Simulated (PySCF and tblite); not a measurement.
Values are calculated unless marked as measured or tabulated.
3 regioisomers of C₄H₅FSi:

```tsv
isomer	SMILES
A	[F:1][C:2]1=[CH:3][SiH2:4][CH:5]=[CH:6]1
B	[F:1][C:2]1=[CH:3][CH:4]=[CH:5][SiH2:6]1
C	[F:1][SiH:2]1[CH:3]=[CH:4][CH:5]=[CH:6]1
```

Protocol: conformer search, at most 6 conformers an isomer, GFN2-xTB geometries, energies B3LYP/pcSseg-1 (IEF-PCM, tetrahydrofuran) (D3(BJ) added where defined), GIAO shieldings B3LYP/pcSseg-1 (IEF-PCM, tetrahydrofuran), weights at 298.15 K with GFN2-xTB thermal terms. Programs: PySCF with density fitting and tblite.

(1) What shifts does each isomer give (ppm)?

Unscaled ²⁹Si shifts at such levels can be off by tens of ppm; differences between conformers or isomers are more reliable. Shifts are unscaled: against experiment ¹³C can be off by 15 ppm or more and ¹H by 0.8 ppm.

## Answers

(1) 
A: ¹H (against TMS): 7.08 (H6, 1H), 6.50 (H5, 1H), 5.05 (H3, 1H). ¹³C (against TMS): 184.1 (C2), 152.6 (C6), 141.5 (C5), 99.6 (C3). ²⁹Si (against TMS): -49.3 (Si4).

B: ¹H (against TMS): 7.14 (H4, 1H), 6.58 (H3, 1H), 5.62 (H5, 1H). ¹³C (against TMS): 191.2 (C2), 156.8 (C4), 133.0 (C3), 123.2 (C5). ²⁹Si (against TMS): -65.6 (Si6).

C: ¹H (against TMS): 7.25 (H4/H5, 2H), 5.81 (H3/H6, 2H). ¹³C (against TMS): 159.6 (C4/C5), 131.8 (C3/C6). ²⁹Si (against TMS): 2.3 (Si2). H not on carbon is left out.
